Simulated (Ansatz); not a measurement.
Reaction (hydrogenolysis of a C–Si bond): `CC(N)([SiH3])S` + H₂ → `CC(N)S` + SiH₄

Program: Ansatz. Geometries: PBE0-D4/def2-TZVP. ΔE: electronic, gas phase. CCSD(T)/CBS is the MP2 limit (def2-TZVPP, def2-QZVPP) plus CCSD(T) − MP2 in def2-TZVPP, frozen cores. This one scheme is used for every species. Functionals use def2-TZVPP. B3LYP here is the variant with VWN-RPA as its local correlation; programs differ in this. Each species was taken in one conformer, which may not be the lowest.

`CC(N)([SiH3])S`:

Z-matrix (Å, degrees):
```
C
C 1 1.522
H 1 1.092 2 109.6
H 1 1.091 2 111.7 3 121.0
H 1 1.096 2 110.4 3 -118.9
N 2 1.436 1 109.4 3 57.5
Si 2 1.897 1 110.9 3 -63.6
S 2 1.864 1 105.0 3 -178.5
H 6 1.012 2 112.1 1 178.5
H 6 1.015 2 111.1 1 58.0
H 7 1.490 2 108.0 1 -178.3
H 7 1.488 2 110.5 1 62.7
H 7 1.483 2 110.0 1 -58.4
H 8 1.343 2 96.6 1 176.5
```

H₂:

```xyz
2

H     0.065   -0.255    0.264
H    -0.065    0.255   -0.264
```

`CC(N)S`:

Z-matrix (Å, degrees):
```
C
C 1 1.518
H 1 1.093 2 111.9
H 1 1.093 2 110.5 3 120.8
H 1 1.095 2 109.6 3 -119.6
N 2 1.445 1 115.5 3 177.7
S 2 1.830 1 111.9 3 -62.6
H 2 1.093 1 109.6 3 56.6
H 6 1.012 2 110.6 1 -68.6
H 6 1.014 2 110.5 1 51.4
H 7 1.342 2 96.9 1 35.3
```

SiH₄:

Cartesian coordinates in Å:
```
Si 0.000 0.000 0.000
H 0.674 1.201 0.555
H -0.458 -0.869 1.113
H 0.953 -0.752 -0.855
H -1.169 0.420 -0.813
```

| level | ΔE (kJ/mol) |
| --- | --- |
| r2SCAN-D4 | -18.7 |
| PBE | -27.0 |
| B3LYP | -42.0 |
| MP2/def2-TZVPP | -16.2 |
| CCSD(T)/def2-TZVPP | -26.0 |
| MP2/def2-QZVPP | -14.1 |
| SCS-MP2/def2-QZVPP | -24.7 |
| CCSD/CBS(def2) | -30.0 |

(1) What does CCSD(T)/CBS give? (Best estimate.)

Largest T1 diagnostic among the species: 0.011.

Answers

(1) Ansatz gave: -22.1 kJ/mol. The listed levels differ from it by 3.4, -4.9, -19.9, 5.9, -3.9, 8.0, -2.6, -7.9 kJ/mol.

The D4 term adds +18.3 kJ/mol with B3LYP and +9.9 kJ/mol with PBE0; it sums over pairs of atoms, weighted by their polarisabilities, and B3LYP, whose exchange is more repulsive, gets the larger term. From PBE to PBE0 (25 % exact exchange), in def2-TZVPP and without D4, ΔE moves by −5.5 kJ/mol. In def2-TZVPP, CCSD(T) changes the Hartree–Fock value by +38.1 kJ/mol (the triples alone add +7.9 kJ/mol) and MP2 by +47.9 kJ/mol.
